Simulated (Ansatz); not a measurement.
Isolated molecules relaxed with PBE0-D4/def2-TZVP in Ansatz; ΔE leaves out vibrations. CCSD(T)/CBS is the MP2 limit (def2-TZVPP, def2-QZVPP) plus CCSD(T) − MP2 in def2-TZVPP, frozen cores. DFT in def2-TZVPP. B3LYP here is the variant with VWN-RPA as its local correlation; programs differ in this. For Ge outer-core shells are correlated without core-valence functions, which leaves a few kJ/mol of doubt a bond. Scalar relativity is left out up to krypton. One conformer a species, not always the lowest.

Consider the redistribution: `C[SiH2][SiH2]O` + `[CH3][GeH2][SiH2]P` → `O[SiH2][SiH2]P` + `C[SiH2][GeH2][CH3]`.

`C[SiH2][SiH2]O`:

Z-matrix (Å, degrees):
```
C
Si 1 1.877
H 1 1.092 2 110.6
H 1 1.092 2 110.6 3 -119.6
H 1 1.092 2 111.0 3 120.2
Si 2 2.347 1 112.0 3 62.0
H 2 1.492 1 110.5 3 -59.5
H 2 1.494 1 109.8 3 -177.5
O 6 1.658 2 112.0 1 61.2
H 6 1.494 2 109.6 1 -175.1
H 6 1.486 2 110.9 1 -55.7
H 9 0.958 6 117.0 2 61.5
```

`[CH3][GeH2][SiH2]P`:

```xyz
13

C     1.070    1.197    1.278
Ge   -0.261    1.364   -0.150
Si   -1.168   -0.767   -0.705
P     0.523   -2.118   -1.358
H     0.618    0.754    2.166
H     1.897    0.565    0.953
H     1.466    2.179    1.540
H     0.397    1.986   -1.399
H    -1.393    2.307    0.304
H    -1.919   -1.314    0.460
H    -2.113   -0.652   -1.849
H    -0.211   -3.322   -1.184
H     1.094   -2.180   -0.057
```

`O[SiH2][SiH2]P`:

Z-matrix (Å, degrees):
```
Si
Si 1 2.336
O 1 1.655 2 105.5
H 1 1.493 2 109.8 3 119.9
H 1 1.493 2 112.6 3 -121.2
P 2 2.260 1 112.2 3 -52.4
H 2 1.489 1 111.0 3 68.2
H 2 1.490 1 109.7 3 -172.5
H 3 0.958 1 117.7 2 -179.4
H 6 1.422 2 93.6 1 -49.1
H 6 1.421 2 93.3 1 44.4
```

`C[SiH2][GeH2][CH3]`:

Cartesian coordinates in Å:
```
C -1.137 -0.717 -1.712
Si 0.463 -1.134 -0.822
Ge 0.518 -0.147 1.346
C 0.305 1.801 1.243
H -1.999 -1.089 -1.153
H -1.157 -1.165 -2.708
H -1.248 0.364 -1.824
H 1.624 -0.628 -1.609
H 0.614 -2.612 -0.704
H -0.619 -0.728 2.216
H 1.847 -0.475 2.058
H 0.326 2.238 2.242
H -0.647 2.053 0.773
H 1.111 2.238 0.653
```

```csv
level,ΔE (kJ/mol)
PBE0-D4,-2.6
B3LYP-D4,-3.1
ωB97X-V,-3.0
B2PLYP,-3.0
CCSD(T)/def2-TZVPP,-3.1
MP2/def2-QZVPP,-2.9
SCS-MP2/def2-QZVPP,-2.9
MP2/CBS(def2),-3.0
```

Task: What does CCSD(T)/CBS give? (Best estimate.)

Result: Ansatz gave: -3.0 kJ/mol. The listed levels differ from it by 0.4, -0.1, 0.0, 0.0, -0.1, 0.1, 0.1, 0.0 kJ/mol.

Largest T1 diagnostic among the species: 0.013.
